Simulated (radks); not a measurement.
Question: Coherent X-ray form factor from a spherical all-electron density. Calculated with a radial shooting solver on a logarithmic mesh with Libxc functionals: Dirac Kohn-Sham, LDA (Slater exchange, Perdew-Wang correlation), spin-unpolarised, spherical densities, finite nucleus; Fermi nuclear charge, rms radius of each element as measured or else 0.836 A^(1/3) + 0.57 fm.

| sin(theta)/lambda (1/angstrom) | f0 (electrons) |
|---|---|
| 0.05 | 37.455 |
| 0.1 | 35.967 |
| 0.15 | 33.880 |
| 0.2 | 31.555 |
| 0.25 | 29.254 |
| 0.3 | 27.126 |
| 0.4 | 23.578 |
| 0.5 | 20.865 |
| 0.6 | 18.672 |
| 0.8 | 14.983 |
| 1 | 11.887 |
| 1.25 | 9.030 |
| 1.5 | 7.263 |
| 2 | 5.564 |

The species is in the configuration that NIST lists as its ground one. Which atom or ion scatters so?

Answer: The zirconium ion Zr2+, [Kr] 4d2. Extrapolating in s^2 from the first two rows gives f0(0) = 38.0, near the electron count 38; among species with that count, the fall with angle is slower the higher Z, and the table is that of Z = 40; from so few rows the species is fixed only to a neighbour or two.
